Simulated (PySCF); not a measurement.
Working out the ionisation energy of Te

Te [Kr] 4d10 5s2 5p4 (3P) → Te⁺ [Kr] 4d10 5s2 5p3 (4S). Calculation: PySCF 2.14, in cc-pVTZ-PP with ECP28MDF (5s4p3d1f, 39 functions); scalar relativity through the core potential. Frozen: 4s2 4p6 4d10. Energies in hartree (1 hartree = 27.21139 eV):

| part | Te (lower) | Te⁺ (upper) |
| --- | --- | --- |
| UHF | -267.005910 | -266.721263 |
| CCSD correlation | -0.102339 | -0.075869 |
| (T) | -0.003183 | -0.002226 |

Q: What does Hartree-Fock give?

A: (-266.721263) − (-267.005910) = 0.284647 hartree = 7.746 eV.

Q: What do CCSD and CCSD(T) give?

A: The CCSD correlation energies differ by 0.026470 hartree = 0.720 eV and the triples by 0.000957 hartree = 0.026 eV, so CCSD gives 8.466 eV and CCSD(T) 8.492 eV.

Measured between the centres of the two terms (NIST): 8.749 eV, so CCSD(T) (valence) is off by -0.257 eV.

What remains against the reference includes basis incompleteness, the frozen core and higher excitations.
